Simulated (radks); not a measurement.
Problem. The mean radii <r> (bohr) of the occupied orbitals of an atom or ion are listed with their occupations. Method: scalar-relativistic Kohn-Sham, SCAN, spin-polarised, spherical densities, finite nucleus; meta-GGA in the generalised Kohn-Sham scheme; Fermi nuclear charge, rms radius of each element as measured or else 0.836 A^(1/3) + 0.57 fm; computed with a radial shooting solver on a logarithmic mesh with Libxc functionals.

| orbital | occ. | <r> |
|---|---|---|
| 1s up | 1 | 0.07306 |
| 1s down | 1 | 0.07306 |
| 2s up | 1 | 0.3424 |
| 2s down | 1 | 0.3423 |
| 2p up | 3 | 0.3073 |
| 2p down | 3 | 0.3071 |
| 3s up | 1 | 1.075 |
| 3s down | 1 | 1.076 |
| 3p up | 3 | 1.169 |
| 3p down | 3 | 1.164 |
| 4s up | 1 | 3.316 |
| 3d up | 1 | 1.726 |

Name the element and its charge. Open shells, if any, are filled with parallel spins first.

Solution. Z = 21, scandium, charge +1: Sc+ in [Ar] 3d1 4s1. The 1s radius gives Z: for a bare nucleus <r> = (2 gamma + 1)/(2Z) with gamma = sqrt(1 - (Z/c)^2), 0.07087 bohr for Z = 21, and screening makes it slightly larger (0.07306 here). The occupations add up to 20, and the charge is Z minus that.
